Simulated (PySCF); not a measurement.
Species: pyridine-N-oxide, C5H5NO.
Atom-mapped SMILES: `[O-:1][n+:2]1[cH:3][cH:4][cH:5][cH:6][cH:7]1` (hydrogens: H8 on C3; H9 on C4; H10 on C5; H11 on C6; H12 on C7)

The same species was optimised twice, with GFN2-xTB and with PBE0-D3(BJ)/def2-SVP (PySCF), and the same property calculations (PySCF, gas phase) were run on both structures.

```tsv
coordinate	GFN2-xTB	PBE0-D3(BJ)/def2-SVP	change
N2–C7 (Å)	1.355	1.371	+0.016
N2–C3 (Å)	1.355	1.371	+0.016
C6–C7 (Å)	1.374	1.382	+0.008
C3–C4 (Å)	1.374	1.381	+0.007
C4–C5 (Å)	1.387	1.394	+0.007
C5–C6 (Å)	1.387	1.394	+0.007
O1–N2 (Å)	1.253	1.249	-0.004
C3–C4–C5 (°)	120.1	120.6	+0.5
C5–C6–C7 (°)	120.1	120.6	+0.5
C4–C5–C6 (°)	117.8	117.4	-0.4
C3–N2–C7 (°)	118.4	118.1	-0.3
N2–C3–C4 (°)	121.8	121.6	-0.2
N2–C7–C6 (°)	121.8	121.6	-0.2
O1–N2–C7 (°)	120.8	121.0	+0.2
O1–N2–C3 (°)	120.8	121.0	+0.2
```

Rotational constants: A = 6009, B = 2846, C = 1931 MHz (GFN2-xTB) against A = 5932, B = 2811, C = 1907 MHz (PBE0-D3(BJ)/def2-SVP). Point groups within 0.08 Å: C2v and C2v.

On the GFN2-xTB structure: HOMO (eV) -6.36 [PBE0/pcSseg-1]; LUMO (eV) -1.16 [PBE0/pcSseg-1]; dipole (D) 3.96 [PBE0/pcSseg-1]; GIAO shielding of O1 (ppm) -142.2 [PBE0/pcSseg-1]; GIAO shielding of N2 (ppm) -71.5 [PBE0/pcSseg-1]; GIAO shielding of C3/C7 (mean) (ppm) 42.4 [PBE0/pcSseg-1]; GIAO shielding of C4/C6 (mean) (ppm) 54.2 [PBE0/pcSseg-1]; GIAO shielding of C5 (ppm) 63.2 [PBE0/pcSseg-1].

Q: What do these properties become on the PBE0-D3(BJ)/def2-SVP structure?

A: 
| property | level | on GFN2-xTB | on PBE0-D3(BJ)/def2-SVP | change |
| --- | --- | --- | --- | --- |
| HOMO (eV) | PBE0/pcSseg-1 | -6.36 | -6.37 | -0.01 |
| LUMO (eV) | PBE0/pcSseg-1 | -1.16 | -1.21 | -0.05 |
| dipole (D) | PBE0/pcSseg-1 | 3.96 | 3.86 | -0.10 |
| energy, GFN2-xTB geometry as zero (kcal/mol) | PBE0/pcSseg-1 | 0.0 | -0.3 | -0.3 |
| GIAO shielding of O1 (ppm) | PBE0/pcSseg-1 | -142.2 | -151.9 | -9.7 |
| GIAO shielding of N2 (ppm) | PBE0/pcSseg-1 | -71.5 | -79.5 | -8.0 |
| GIAO shielding of C3/C7 (mean) (ppm) | PBE0/pcSseg-1 | 42.4 | 38.6 | -3.8 |
| GIAO shielding of C4/C6 (mean) (ppm) | PBE0/pcSseg-1 | 54.2 | 52.8 | -1.4 |
| GIAO shielding of C5 (ppm) | PBE0/pcSseg-1 | 63.2 | 62.6 | -0.6 |

The heavy atoms differ by 0.011 Å rms after alignment. Among bonds between heavy atoms N2–C3 and N2–C7 change most and about equally (+0.016 Å). Changes are differences of the printed values. Neither structure is proved a minimum here.
